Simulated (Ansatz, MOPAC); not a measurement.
System: C$_{4}$H$_{10}$OSe, charge 0, multiplicity 1. SMILES: OCCCC[SeH]
Geometry: optimised at B3LYP-D3(BJ)/def2-TZVP (Ansatz, a first-principles code).

Quantity: size of the dipole moment, in D. Set-up: LANL2DZ with its own core potentials from Na on; spin-orbit terms left out; dispersion terms only where a functional's name holds one; non-relativistic; six Cartesian d functions in 6-31G* and its kin unless marked 5d. First-principles rows: single points at B3LYP-D3(BJ) geometries (Ansatz). Semi-empirical rows: dipoles at the shared geometry.

```
level                              program  size of the dipole moment (D)
---------------------------------  -------  -----------------------------
PM6                                  MOPAC                           2.29
PBE/3-21G                           Ansatz                           2.60
PBE/6-31G*                          Ansatz                           2.69
B3LYP/LANL2DZ                       Ansatz                           2.91
B3LYP/6-31G                         Ansatz                           2.96
B3LYP/6-31G**                       Ansatz                           2.65
B3LYP/6-31G* with LANL2DZ past Ar   Ansatz                           2.67
```

No value to compare with is used here. The 7 habitual levels span 2.29 (PM6) to 2.96 D (B3LYP/6-31G).

The levels are drawn from those run, B3LYP/6-31G* more often than the rest, none by its result; left out are runs that failed, that the program found above a lower state of the same kind, or whose <S^2> lies over 0.5 above the pure value.
